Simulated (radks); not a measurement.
The numbers below are computed, except where a source is named.
These are the eigenvalues of the occupied orbitals of an atom or ion with whole-number occupations (hartree). Level of theory: non-relativistic Kohn-Sham, LB94 model potential, spin-polarised, spherical densities, point nucleus (a radial shooting solver on a logarithmic mesh with Libxc functionals).

1s up: -990.2714
1s down: -990.2691
2s up: -146.2696
2s down: -146.2683
2p up: -136.8403
2p down: -136.8392
3s up: -28.64227
3s down: -28.64144
3p up: -24.73824
3p down: -24.73743
3d up: -17.48533
3d down: -17.48440
4s up: -4.99647
4s down: -4.99390
4p up: -3.73023
4p down: -3.72962
4d down: -1.67058
4d up: -1.66340
5s up: -1.08235

Which element is it, and in what charge state? The configuration may be excited. Open shells, if any, are filled with parallel spins first.

Answer. Z = 49, indium, charge +2: In2+ in [Kr] 4d10 5s1. The list shows which subshells hold electrons but not how many an open one holds; the 1s level, -990.27 hartree, gives Z - s = 44.5 by -(Z - s)^2/2, which with screening narrows Z to a few neighbours, and the depths of the outer levels then fix element, charge and occupations together.
